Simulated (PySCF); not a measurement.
Species: 2-ethoxy-2-oxo-1,3,2-dioxaphospholane, C₄H₉O₄P.
Structure used (PBE0-D3(BJ)/def2-SVP), in Å, numbered top down from 1:
```
atom  x, y, z in Å
C1     2.8004   -0.8178   -0.0796
C2     2.1327    0.4975   -0.3982
O3     0.7242    0.3294   -0.6019
P4    -0.2837    0.3138    0.6410
O5     0.3583    0.4680    1.9553
O6    -1.1881   -1.0022    0.3506
C7    -2.5380   -0.6634    0.0762
C8    -2.4980    0.7747   -0.4402
O9    -1.4369    1.3931    0.2677
H10    2.5880   -1.5632   -0.8603
H11    2.4416   -1.2020    0.8868
H12    3.8907   -0.6844   -0.0118
H13    2.5093    0.9262   -1.3381
H14    2.2996    1.2263    0.4100
H15   -3.1324   -0.7432    1.0021
H16   -2.9393   -1.3663   -0.6671
H17   -3.4275    1.3245   -0.2385
H18   -2.2887    0.8066   -1.5235
```

Method: TDDFT CAM-B3LYP/def2-SVPD, vertical, gas phase, core orbitals frozen in the response (PySCF).

Kohn–Sham orbitals with the atoms that hold most of them (Löwdin shares over 4%, at most four atoms; ? is withheld):

| orbital | ε (eV) | atoms |
| --- | --- | --- |
| LUMO+2 | 1.81 | O6 11%, H13 10%, O3 9%, H15 8% |
| LUMO+1 | 1.31 | H17 11%, H16 10%, C7 9%, C8 8% |
| LUMO | 1.07 | ? |
| HOMO | ? | ? |
| HOMO-1 | -10.11 | O5 61%, O3 12%, O6 11%, P4 7% |
| HOMO-2 | -10.64 | O5 34%, O3 12%, O9 10%, C2 9% |
| HOMO-3 | -11.03 | O3 24%, O6 10%, C1 10%, C2 10% |

(1) Give the leading atoms of the HOMO.

(2) Give the leading atoms of the LUMO.

(3) What is the HOMO energy, and the HOMO–LUMO gap?

Answers

(1) O5 (bonded to P) 22%; O3 (bonded to C and P) 20%; O9 (bonded to C and P) 17%; O6 (bonded to C and P) 15%.

(2) C8 (bonded to C, O and 2 H) 14%; C7 (bonded to C, O and 2 H) 14%; O6 (bonded to C and P) 7%; O9 (bonded to C and P) 7%. By element: carbon 29% or more, oxygen 14% or more.

(3) ε(HOMO) = -9.81 eV; the gap is 10.89 eV (0.4002 hartree).

Q: How does S1 compare with the orbital gap of 10.89 eV?

A: S1 is at 7.80 eV (f = 0.0046), 3.09 eV below the gap, made of HOMO→LUMO (49%), HOMO→LUMO+1 (30%). Without the coupling terms of the response equations the lowest excitation would equal the gap.

Next come S2 at 8.06 eV (f 0.042), HOMO-1→LUMO (40%), HOMO-1→LUMO+1 (37%), HOMO-1→LUMO+2 (8%); S3 at 8.27 eV (f 0.0037), HOMO→LUMO+1 (45%), HOMO→LUMO (32%); S4 at 8.63 eV (f 0.021), HOMO-2→LUMO (35%), HOMO-2→LUMO+1 (32%); S5 at 8.73 eV (f 0.015), HOMO→LUMO+2 (42%), HOMO-3→LUMO (18%), HOMO-3→LUMO+1 (13%).

Löwdin shares depend on the basis, the more so with diffuse functions.

One conformer stands for the species.
